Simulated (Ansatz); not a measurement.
BrClFHOSi (`O[Si](F)(Cl)Br`). The species carries charge 0 and has multiplicity 1.

Z-matrix (Å, degrees):
```
Si
F 1 1.580
Cl 1 2.028 2 106.5
O 1 1.613 2 111.0 3 121.5
Br 1 2.176 2 108.3 3 -120.3
H 4 0.959 1 118.7 2 -77.8
```

(1) What are the harmonic wavenumbers in cm⁻¹ at PBE0-D4/def2-TZVP (Ansatz, finite differences of forces, unscaled)? (An estimate is asked.)

(2) Is this a minimum?

(3) Give the ideal-gas thermochemistry at 298.15 K and 1 bar (rigid rotor, harmonic oscillator; point group C1, symmetry number 1).

(4) And at 400, 500, 600, 800 and 1000 K?

Results:

(1) Computed: 120, 147, 217, 262, 262, 310, 452, 588, 809, 903, 1001, 3910.

(2) Yes, all 12 modes are real.

(3) Zero-point energy 53.7 kJ/mol; H(298) − E = 73.7 kJ/mol; entropy 353.2 J/(mol·K), of which translation 173.6, rotation 120.5, vibration 59.2; G(298) − E = -31.6 kJ/mol.

(4) 
| T (K) | H − E (kJ/mol) | S (J/mol/K) | G − E (kJ/mol) |
| --- | --- | --- | --- |
| 400 | 83.8 | 382.5 | -69.2 |
| 500 | 94.5 | 406.4 | -108.6 |
| 600 | 105.7 | 426.7 | -150.3 |
| 800 | 129.0 | 460.2 | -239.1 |
| 1000 | 153.0 | 486.9 | -333.9 |
